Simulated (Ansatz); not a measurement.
Stretching the C4–H7 bond in C2H6Se (SMILES CC[SeH]) (multiplicity 1 held, fragments rigid). Energies count from the point at 1.090 Å.
Geometry at that point (charge 0, multiplicity 1):
```xyz
9

Se    -0.55498    -0.21214     0.55361
H     -1.52607    -0.05920    -0.54272
C      1.03209    -0.24791    -0.62910
C      1.24880     1.03704    -1.40772
H      0.93382    -1.11105    -1.28409
H      1.85619    -0.44344     0.05686
H      1.34458     1.89203    -0.73829
H      0.41579     1.23333    -2.08444
H      2.15980     0.96633    -2.00926
```

Restricted levels (R-, RO-) in cc, def2 and unpolarised 6-31G sets keep to the state of the molecule at rest. Unrestricted levels (U-) break spin symmetry where that is lower. Active spaces are followed from a long bond inwards. Levels need not reach the same state.

Correlated levels freeze the cores. Filled d and f shells under p-block atoms count as core.

Run with Ansatz (a quantum-chemistry and plane-wave program) with Gaussian orbitals. 

Energies in kJ/mol.

```tsv
R (Å)	R-HF/cc-pVTZ	R-PBE/cc-pVTZ	R-wB97X-V/cc-pVTZ	U-wB97X-V/cc-pVTZ	CASSCF(2,2)/cc-pVTZ
0.872	116	124	122	122	128
0.981	21	26	25	25	28
1.090	0	0	0	0	0
1.199	19	13	15	15	12
1.308	60	46	52	52	44
1.472	138	112	124	124	107
1.635	222	183	202	202	173
1.908	353	290	324	324	269
2.180	465	377	428	414	338
2.507	574	457	529	460	387
2.943	684	528	630	480	415
3.488	781	580	717	486	425
```

Doubts at one or more of the structures used: a restricted determinant that unrestricted orbitals would lower (R-HF/cc-pVTZ, R-PBE/cc-pVTZ, R-wB97X-V/cc-pVTZ); a spin-contaminated determinant (U-wB97X-V/cc-pVTZ).
